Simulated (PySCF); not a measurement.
FH₃OS₂Si, SMILES O[Si](F)(S)S.

The structure is a stationary point at PBE-D3(BJ)/def2-SVP. The structure was generated by enumeration, and PubChem lists no compound with its InChIKey, so it may never have been made. The values are those of a single conformer.

Level of theory: PBE/def2-TZVP run with PySCF.

Task: Estimate the frontier levels, gap, dipole moment and polarisability. (The exact figures need the calculation; the answer reports its results.)

Result: 
```json
{
  "highest_occupied_level": "-6.66 eV",
  "lowest_empty_level": "-0.94 eV",
  "orbital_gap": "5.72 eV",
  "dipole_moment": "1.86 D",
  "quadrupole, principal values (traceless, Buckingham form, about the centre of nuclear charge)": "-4.97, 1.26, 3.72 D·Å",
  "mean_static_polarisability": "65.8 bohr³ (9.75 Å³)",
  "polarisability_principal_values": "53.3, 63.8, 80.3 bohr³"
}
```
